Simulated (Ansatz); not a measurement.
```yaml
crystal:
  periodic: [false, false, false]
  atoms:
    - {symbol: C, position_ang: [-2.131645, 0.440449, 0.131303]}
    - {symbol: C, position_ang: [-1.332432, -0.479451, -0.739878]}
    - {symbol: N, position_ang: [0.143136, -0.393486, -0.506669]}
    - {symbol: C, position_ang: [0.817842, -1.347967, -1.310895]}
    - {symbol: Ti, position_ang: [0.414331, 2.513627, 1.024880]}
    - {symbol: O, position_ang: [0.414331, 2.213627, 1.024880]}
    - {symbol: O, position_ang: [2.811930, 0.804615, 0.019303]}
    - {symbol: O, position_ang: [1.189236, -0.322588, 2.346450]}
    - {symbol: H, position_ang: [-1.839411, 1.485564, 0.000481]}
    - {symbol: H, position_ang: [-3.195472, 0.285075, -0.076702]}
    - {symbol: H, position_ang: [-2.003015, 0.185896, 1.166275]}
    - {symbol: H, position_ang: [-1.510813, -0.175330, -1.868407]}
    - {symbol: H, position_ang: [-1.690951, -1.491668, -0.655410]}
    - {symbol: H, position_ang: [1.935002, -1.284839, -1.119565]}
    - {symbol: H, position_ang: [0.749900, -1.123012, -2.367175]}
    - {symbol: H, position_ang: [0.505086, -2.424717, -1.134183]}
    - {symbol: H, position_ang: [0.042610, 2.581201, 1.867779]}
    - {symbol: H, position_ang: [3.390479, 1.555793, 0.024111]}
    - {symbol: H, position_ang: [0.823543, -1.125258, 2.499809]}
basis:
  gaussian: {orbitals: def2-SVPD, point_charges: [{charge: 1.00, position_ang: [8.284, 0.607, -0.896]}]}
hamiltonian: {xc: {name: B2GP-PLYP}}
output: {forces: true}
```

```sh
$ ansatz run in.yaml --threads 4 --pin off --events-out ev --progress --plain --max-ram 66560MiB --backend cuda --devices 0, --max-vram 37GiB
```

Shortened log:

```
Functional definition: B2GP-PLYP
2696 factors; integrals over basis functions are off by at most 1.2e-3 eV
mean field evaluation 1: about -32164.1289 eV, gradient 2.1e2 eV
mean field evaluation 2: about -32166.1027 eV, gradient 2.1e2 eV
mean field evaluation 4: about -32210.4571 eV, gradient 9.1e1 eV
mean field evaluation 8: about -32261.2453 eV, gradient 3.4e1 eV
mean field evaluation 16: about -32265.1368 eV, gradient 9.3e-1 eV
mean field evaluation 32: about -32265.1421 eV, gradient 6.3e-3 eV
mean field -32265.14210029 eV, -1185.7221020869 hartree, gradient 7.5e-6 eV, S^2 0.000000; 6 other end points of the search recorded, 0 dependent functions left out; unrestricted orbitals would lower it
12 core orbitals not correlated: weight in the atoms' cores, before any rotation towards them, 0.991 or more for the frozen orbitals, at most 0.005 for the correlated occupied ones
reference -32265.14228677 eV, -1185.7221089398 hartree; 29, 29 occupied and 230, 230 virtual orbitals, 2696 factors
second order -47.31575808 eV of doubles, -0.00000000 eV of singles
Total energy: -32282.17595967 eV, -1186.3480848733 hartree
Atom 0 at    -2.131645     0.440449     0.131303 Å, force    -0.078103     0.001899     0.042591 eV/Å
Atom 1 at    -1.332432    -0.479451    -0.739878 Å, force     1.956930     1.291229    -2.137735 eV/Å
Atom 2 at     0.143136    -0.393486    -0.506669 Å, force    -2.128121     0.458625     0.223053 eV/Å
Atom 3 at     0.817842    -1.347967    -1.310895 Å, force     2.153377    -0.819352     1.122587 eV/Å
Atom 4 at     0.414331     2.513627     1.024880 Å, force    -0.338661 12630.605406     1.816338 eV/Å
Atom 5 at     0.414331     2.213627     1.024880 Å, force     5.519481 -12638.059483   -13.383363 eV/Å
Atom 6 at     2.811930     0.804615     0.019303 Å, force    -1.001889    -0.137552     0.372379 eV/Å
Atom 7 at     1.189236    -0.322588     2.346450 Å, force     1.775628     5.162908    -1.138250 eV/Å
Atom 8 at    -1.839411     1.485564     0.000481 Å, force     0.042909     0.326174    -0.138587 eV/Å
Atom 9 at    -3.195472     0.285075    -0.076702 Å, force    -0.062067     0.460702    -0.105826 eV/Å
Atom 10 at    -2.003015     0.185896     1.166275 Å, force     0.280671    -0.238992     0.883971 eV/Å
Atom 11 at    -1.510813    -0.175330    -1.868407 Å, force     0.239889    -0.603975     1.721793 eV/Å
Atom 12 at    -1.690951    -1.491668    -0.655410 Å, force    -0.240536    -0.887749     0.055369 eV/Å
Atom 13 at     1.935002    -1.284839    -1.119565 Å, force    -1.180142    -0.011319     0.111119 eV/Å
Atom 14 at     0.749900    -1.123012    -2.367175 Å, force    -0.566553     0.035531    -0.839840 eV/Å
Atom 15 at     0.505086    -2.424717    -1.134183 Å, force    -0.055199     0.878769    -0.257628 eV/Å
Atom 16 at     0.042610     2.581201     1.867779 Å, force    -4.725942     5.306070    10.919170 eV/Å
Atom 17 at     3.390479     1.555793     0.024111 Å, force     0.702179     0.927706    -0.155835 eV/Å
Atom 18 at     0.823543    -1.125258     2.499809 Å, force    -2.127643    -4.660442     0.864459 eV/Å
Dipole moment:    -1.800857     0.979442     0.529471 e Å
```

In this input one atom was put on top of another. The run converged. The result belongs to that input, not to the molecule as meant.
